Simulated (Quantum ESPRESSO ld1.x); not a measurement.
Values are calculated unless marked as measured or tabulated.
Q: The mean radii <r> (bohr) of the occupied orbitals of an atom or ion are listed with their occupations. Code: ld1.x of Quantum ESPRESSO 7.5. Model: Dirac Kohn-Sham, revPBE, spin-unpolarised, spherical densities, point nucleus.

| orbital | occ. | <r> |
|---|---|---|
| 1s1/2 | 2 | 0.04274 |
| 2s1/2 | 2 | 0.1892 |
| 2p1/2 | 2 | 0.1627 |
| 2p3/2 | 4 | 0.1666 |
| 3s1/2 | 2 | 0.5506 |
| 3p1/2 | 2 | 0.5559 |
| 3p3/2 | 4 | 0.5663 |
| 3d3/2 | 4 | 0.5828 |
| 3d5/2 | 6 | 0.5867 |
| 4s1/2 | 2 | 1.514 |
| 4p1/2 | 0.333333 | 1.692 |
| 4p3/2 | 0.666667 | 1.716 |
| 4f5/2 | 0.428571 | 4.048 |
| 4f7/2 | 0.571429 | 4.048 |

Name the element and its charge. Open shells, if any, are shared by 2j + 1.

A: Z = 35, bromine, charge +3: Br3+ in [Ar] 3d10 4s2 4p1 4f1. The 1s radius gives Z: for a bare nucleus <r> = (2 gamma + 1)/(2Z) with gamma = sqrt(1 - (Z/c)^2), 0.04191 bohr for Z = 35, and screening makes it slightly larger (0.04274 here). The occupations add up to 32, and the charge is Z minus that.
